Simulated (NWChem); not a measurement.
A series in which one site is exchanged, each optimised at PBE0/def2-SVP with NWChem, gas phase unless a solvent is named. Some are not confirmed as minima by frequencies. def2 effective core potentials on I; no spin-orbit coupling.

A: Fc1ccoc1F (C4H2F2O; site = F)
B: c1(F)ccco1 (C4H3FO; site = H)
C: Fc1occc1I (C4H2FIO; site = I)
D: c1(ccoc1F)Cl (C4H2ClFO; site = Cl)

Values for A:

```
Property                                            Value
--------------------------------------------------  -----
dipole (D), PBE0/def2-SVP                            1.99
orbital gap (eV), PBE0/def2-SVP                      6.85
static polarisability, PBE/def2-SVPD (bohr³)         49.4
lowest singlet excitation, PBE/def2-SVPD, TDA (eV)   5.64
```

Problem. How do these values change for the other members?

Solution. 
```
change from A                                           B      C      D
--------------------------------------------------  -----  -----  -----
dipole (D), PBE0/def2-SVP                           -0.49  -0.32  -0.07
orbital gap (eV), PBE0/def2-SVP                     +0.22  -0.93  -0.02
static polarisability, PBE/def2-SVPD (bohr³)         -0.8  +34.7  +13.7
lowest singlet excitation, PBE/def2-SVPD, TDA (eV)  +0.26  -1.70  -0.23
```
